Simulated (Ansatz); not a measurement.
`FCOCC(F)F`, relaxed with RKS PBE0-D4/def2-TZVP in Ansatz 0.2.0 from a GFN2-xTB geometry. The force threshold is 0.005 eV/Å; the program also tests the step.

The species carries charge 0 and has multiplicity 1.

Start:

```xyz
12

F     1.030   -0.252   -1.713
C     0.242   -1.208   -1.115
O     0.354   -1.160    0.251
C    -0.373   -0.140    0.898
C     0.108    1.275    0.552
F    -0.610    1.793   -0.471
F    -0.102    2.099    1.607
H     0.625   -2.179   -1.446
H    -0.783   -1.027   -1.476
H    -1.444   -0.214    0.661
H    -0.220   -0.303    1.967
H     1.174    1.316    0.285
```

Q: By how much does the energy fall, and how many steps does the optimiser take? (Estimate.)

A: The calculation gave: 2.89 kJ/mol, in 8 steps, 1 of them rejected.

Q: Which bonds change most? (An estimate is asked.)

A: The calculation gave: C4–C5 from 1.534 to 1.516 Å; C5–H12 from 1.099 to 1.094 Å; C2–H9 from 1.101 to 1.096 Å; C2–H8 from 1.095 to 1.091 Å.

Q: Give the relaxed structure. (Estimate.)

A: Ansatz gave: 
```xyz
12

F     1.010   -0.329   -1.839
C     0.214   -1.215   -1.148
O     0.422   -1.111    0.204
C    -0.316   -0.129    0.890
C     0.113    1.294    0.590
F    -0.461    1.737   -0.555
F    -0.332    2.093    1.594
H     0.514   -2.221   -1.446
H    -0.825   -0.998   -1.423
H    -1.390   -0.215    0.682
H    -0.147   -0.311    1.952
H     1.197    1.406    0.498
```
